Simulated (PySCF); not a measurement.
CH7AlFN.
Structure used (PBE0-D3(BJ)/def2-SVP), in Å, numbered top down from 1:
```
atom  x, y, z in Å
C1    -1.5939   -0.4080   -0.0648
Al2   -0.1130    0.8747   -0.1973
N3     1.5328   -0.3191    0.1457
F4     0.1439    1.8741    1.1481
H5    -1.6192   -0.9211    0.9127
H6    -1.5501   -1.1862   -0.8473
H7    -2.5718    0.0898   -0.1799
H8     0.3016    1.5398   -1.5950
H9     1.4416   -0.8108    1.0363
H10    1.6932   -1.0184   -0.5806
H11    2.3709    0.2619    0.2046
```

The calculation used PySCF, PBE0-D3(BJ)/def2-SVP geometry optimisation, gas phase.

Task: Which atoms are bound to Al2, and at what distances?

Result: 4 atoms: H8 1.602 Å, F4 1.696 Å, C1 1.964 Å, N3 2.062 Å. The nearest atom not counted as bound is H7, at 2.58 Å (others tie with it).

Task: List the angles at Al2.

Result: 
| angle | degrees | distance of the outer atoms (Å) |
| --- | --- | --- |
| C1–Al2–H8 | 121.7 | 3.12 |
| C1–Al2–F4 | 116.5 | 3.11 |
| F4–Al2–H8 | 114.1 | 2.77 |
| C1–Al2–N3 | 102.3 | 3.14 |
| N3–Al2–H8 | 100.3 | 2.83 |
| N3–Al2–F4 | 95.1 | 2.78 |

Task: Describe the arrangement about Al2 in numbers.

Result: Angles from 95.1° to 121.7°; τ4 = (360° − α − β)/141° = 0.86 with α and β the two widest (0 for a square, 1 for a tetrahedron).

Task: What are the other bond lengths?

Result: C1–H5, C1–H6, C1–H7 1.104 Å; N3–H9, N3–H10, N3–H11 1.021 Å.

Task: What are the rotational constants (commonest isotopes, rigid rotor)?

Result: A = 5459, B = 4675, C = 3041 MHz: an asymmetric top.

Point group: C1 (no symmetry element, even within 0.4 Å). Charge 0, singlet. No frequency check.

Time: 17 s of wall time; peak memory 0.39 GiB. Hardware: one thread of an Arm Neoverse V2, no GPU (shared host). That covers the optimisation of the geometry.
